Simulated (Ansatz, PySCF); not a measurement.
Spin states of ClOV (SMILES [O]=[V][Cl]), each relaxed with B3LYP-D3(BJ)/def2-TZVP.
State 1 (charge 0, multiplicity 3):
```xyz
3

V      0.362     0.236    -0.188
O     -0.377     1.346    -1.042
Cl    -0.018    -1.535     1.160
```
State 2 (charge 0, multiplicity 1):
```xyz
3

V      0.4110     0.2409    -0.1917
O     -0.4008     1.3109    -1.0153
Cl    -0.0434    -1.5044     1.1367
```

Singlets are restricted, other states unrestricted; no spin–orbit coupling, no relativity up to Kr; see below for the cores. The largest T1 diagnostic is 0.075.

Correlated levels freeze the inner cores; with def2 sets outer-core shells near the valence are correlated too.

The values were computed with Ansatz (a quantum-chemistry and plane-wave program); PySCF for the dispersion terms. 

```json
[
 {"level": "SVWN5/def2-TZVPP", "energy of the multiplicity-1 state less that of the multiplicity-3 state (eV)": "1.055"},
 {"level": "PBE-D3(BJ)/def2-TZVPP", "energy of the multiplicity-1 state less that of the multiplicity-3 state (eV)": "1.056"},
 {"level": "PBE-D4/def2-TZVPP", "energy of the multiplicity-1 state less that of the multiplicity-3 state (eV)": "1.056"},
 {"level": "BLYP/def2-TZVPP", "energy of the multiplicity-1 state less that of the multiplicity-3 state (eV)": "0.907"},
 {"level": "B3LYP-D3(BJ)/def2-TZVPP", "energy of the multiplicity-1 state less that of the multiplicity-3 state (eV)": "0.982"},
 {"level": "BHLYP/def2-TZVPP", "energy of the multiplicity-1 state less that of the multiplicity-3 state (eV)": "1.093"},
 {"level": "BHLYP-D4/def2-TZVPP", "energy of the multiplicity-1 state less that of the multiplicity-3 state (eV)": "1.091"},
 {"level": "CAM-B3LYP/def2-TZVPP", "energy of the multiplicity-1 state less that of the multiplicity-3 state (eV)": "1.030"},
 {"level": "B2PLYP-D4/def2-TZVPP", "energy of the multiplicity-1 state less that of the multiplicity-3 state (eV)": "…"}
]
```

Task: Some entries are withheld; supply them.

Result: 
- B2PLYP-D4/def2-TZVPP, energy of the multiplicity-1 state less that of the multiplicity-3 state (eV): 0.951

Doubts at one or more of the structures used: a restricted determinant that unrestricted orbitals would lower (B2PLYP-D4/def2-TZVPP).
